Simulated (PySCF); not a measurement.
Molecule: SMILES C(#N)[SiH2]O, CH3NOSi.

Geometry:
```
atom   x (Å)   y (Å)   z (Å)
  N1   2.521  -0.692   0.141
  C2   1.450  -0.261   0.031
 Si3  -0.287   0.407  -0.116
  O4  -1.340  -0.828  -0.416
  H5  -0.327   1.317  -1.282
  H6  -0.548   1.113   1.168
  H7  -1.391  -1.554   0.214
```

Geometry PBE0-D3(BJ)/def2-SVP throughout; GIAO in PySCF 2.14.0 with density-fitted response routines, gas phase, one conformer, non-relativistic; equivalent atoms averaged; functional PBE0.

For orientation, pcSseg-1 gives these shifts δ (against NH3, TMS, H2O at the same level): N1 369.6, C2 126.3, Si3 -52.5, O4 17.7, H5/H6 4.85, H7 1.23 ppm.

A run gave: N1 318.9, C2 113.6, Si3 -35.5, O4 8.0, H5/H6 5.11, H7 0.96 ppm (shifts δ (against NH3, TMS, H2O at the same level)).

Task: Which basis set was used in that run?
A. 6-31G*
B. cc-pVTZ
C. 6-311+G(2d,p)
D. IGLO-III
E. cc-pVDZ

Result: A. N1 tells them apart best: 6-31G* gives 318.9, IGLO-III gives 360.3, cc-pVDZ gives 339.2, cc-pVTZ gives 359.5, 6-311+G(2d,p) gives 351.1 ppm.
